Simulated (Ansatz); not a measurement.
`N[SiH](F)P` + H₂S → `N[SiH](F)S` + PH₃  (cleavage of the Si–P bond)

Computed with Ansatz on PBE0-D4/def2-TZVP structures; ΔE is electronic, products minus reactants. CBS: MP2 limit from def2 TZ/QZ plus the TZ coupled-cluster correction, frozen cores. This one scheme is used for every species. DFT in def2-TZVPP. One conformer a species, not always the lowest.

```json
{"level": "r2SCAN-D4", "ΔE (eV)": "-0.48"}
{"level": "HF/def2-SVP", "ΔE (eV)": "-0.55"}
```

Task: What does CCSD(T)/CBS give? (Estimate.)

Result: Ansatz gave: -0.47 eV. The listed levels differ from it by -0.01, -0.08 eV.

Largest T1 diagnostic among the species: 0.013.

Leaving LDA and LC-ωPBE aside and taking each functional with its dispersion term where it has one, the values, not all of them listed here, spread over 0.08 eV, from BHLYP-D4 to PBE-D4. From BLYP to BHLYP (50 % exact exchange), in def2-TZVPP and without D4, ΔE moves by −0.05 eV. In def2-TZVPP, CCSD(T) changes the Hartree–Fock value by +0.07 eV (the triples alone add +0.01 eV) and MP2 by +0.04 eV.
